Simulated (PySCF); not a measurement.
## Two-component Hartree-Fock for Nd⁴⁺ (neodymium, charge +4)

Start: [Xe] 4f2; 4f5/2 filled at m_j = +3/2, +5/2. Calculated with PySCF 2.14 in x2c-TZVPall-2c (11s11p10d4f1g, 131 functions): generalised Hartree-Fock with the X2C-1e Hamiltonian and a Gaussian nucleus; one run each with spin-orbit coupling (SO) switched off, then screened by Boettger's factors.

```csv
spinor shell,electrons,"ε, spin-free (eV)","ε, screened SO (eV)",weight of nominal j (screened SO),"rms radius, screened SO (bohr)"
1s1/2,2,-43834.8,-43828.1,1.000,0.0269
2s1/2,2,-7248.1,-7246.1,1.000,0.109
2p1/2,2,-6478.4,-6843.0,1.000,0.0938
2p3/2,4,-6478.4,-6319.1,1.000,0.0998
3s1/2,2,-1663.6,-1662.9,1.000,0.283
3p1/2,2,-1415.5,-1490.1,1.000,0.275
3p3/2,4,-1415.5,-1382.5,1.000,0.288
3d3/2,4,-1070.7,-1084.6,0.999,0.260
4s1/2,2,-394.11,-393.86,1.000,0.642
4p1/2,2,-309.52,-326.86,0.994,0.662
4p3/2,4,-309.52,-301.67,0.997,0.689
4d3/2,4,-185.52,-190.21,0.900,0.747
4d5/2,6,-185.52,-182.16,0.934,0.755
5s1/2,2,-94.026,-93.978,1.000,1.50
5p1/2,2,-68.865,-71.876,0.976,1.64
5p3/2,4,-68.865,-67.501,0.988,1.71
4f5/2,2,-62.406,-62.504,0.912,0.965
```

Where does 3d5/2 lie, and what is the 3d spin-orbit splitting (screened SO)?

At -1060.8 eV, 23.761 eV above 3d3/2.

```csv
quantity,spin-free,screened SO
E (hartree),-9614.77153,-9619.59431
M_J,4,4
⟨J²⟩,22.009,20.791
⟨L²⟩,30.008,29.648
⟨S²⟩,2.001,1.967
```

The determinant has a definite M_J but mixes levels of different J.

Each row is a mean over spinors that exchange with the open shell spreads, by up to 9.815 eV (4d3/2).

Breit and QED terms are absent; they matter most for the inner s and p1/2 levels.

Densities and radii are taken from the X2C orbitals without a picture-change correction, which distorts them close to the nucleus.

Without spin-orbit coupling the j labels of p, d and f shells carry no meaning; the spin-free column gives the mean over the occupied spinors of each nl shell, and its ⟨J²⟩ belongs to a mixture of degenerate components.
